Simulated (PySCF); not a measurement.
Spinor energies of Pb⁴⁺ (lead, charge +4)

Start: [Xe] 4f14 5d10. Calculated with PySCF 2.14 in x2c-TZVPPall-2c with one added diffuse shell each of s, p, d, f type (12s12p10d4f, 126 functions): generalised Hartree-Fock with the X2C-1e Hamiltonian and a Gaussian nucleus; spin-orbit coupling (SO) screened by Boettger's factors.

| spinor shell | electrons | ε, screened SO (eV) | weight of nominal j (screened SO) | rms radius, screened SO (bohr) |
| --- | --- | --- | --- | --- |
| 1s1/2 | 2 | -88512.6 | 1.000 | 0.0181 |
| 2s1/2 | 2 | -16019.9 | 1.000 | 0.0730 |
| 2p1/2 | 2 | -15362.2 | 1.000 | 0.0617 |
| 2p3/2 | 4 | -13167.7 | 1.000 | 0.0700 |
| 3s1/2 | 2 | -3949.2 | 1.000 | 0.186 |
| 3p1/2 | 2 | -3653.2 | 1.000 | 0.178 |
| 3p3/2 | 4 | -3156.7 | 1.000 | 0.195 |
| 3d3/2 | 4 | -2675.7 | 1.000 | 0.170 |
| 3d5/2 | 6 | -2570.5 | 1.000 | 0.175 |
| 4s1/2 | 2 | -965.06 | 1.000 | 0.408 |
| 4p1/2 | 2 | -835.92 | 1.000 | 0.412 |
| 4p3/2 | 4 | -712.68 | 1.000 | 0.446 |
| 4d3/2 | 4 | -502.00 | 1.000 | 0.455 |
| 4d5/2 | 6 | -478.36 | 1.000 | 0.466 |
| 5s1/2 | 2 | -207.80 | 1.000 | 0.917 |
| 4f5/2 | 6 | -202.76 | 1.000 | 0.493 |
| 4f7/2 | 8 | -197.79 | 1.000 | 0.495 |
| 5p1/2 | 2 | -161.77 | 1.000 | 0.982 |
| 5p3/2 | 4 | -138.71 | 1.000 | 1.07 |
| 5d3/2 | 4 | -71.585 | 1.000 | 1.32 |
| 5d5/2 | 6 | -68.597 | 1.000 | 1.36 |

| quantity | screened SO |
| --- | --- |
| E (hartree) | -20900.15637 |
| M_J | 0 |
| ⟨J²⟩ | 0.000 |
| ⟨L²⟩ | 0.195 |
| ⟨S²⟩ | 0.195 |

Breit and QED terms are absent; they matter most for the inner s and p1/2 levels.

Densities and radii are taken from the X2C orbitals without a picture-change correction, which distorts them close to the nucleus.
